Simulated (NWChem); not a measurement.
Species: SiH$_{2}$Cl$_{2}$; SMILES Cl[SiH2]Cl

Computed with NWChem. Pople sets run with spherical d functions. The geometry was optimised at PBE0/def2-SVP. Ions are spin-unrestricted doublets at the neutral geometry; other ion states weren't tried. Functional: LC-ωPBE (HJS hole) with 6-31G*; rows give the range parameter ω in 1/bohr.

For range parameter (1/bohr) 0.50:

- vertical ionisation energy, ΔSCF (eV): 12.35
- −ε(HOMO) (eV): 12.43

Question: What are these values for range parameter (1/bohr) 0.40?

Answer: The vertical ionisation energy, ΔSCF (eV) comes out as 12.06 and the −ε(HOMO) (eV) comes out as 11.97.
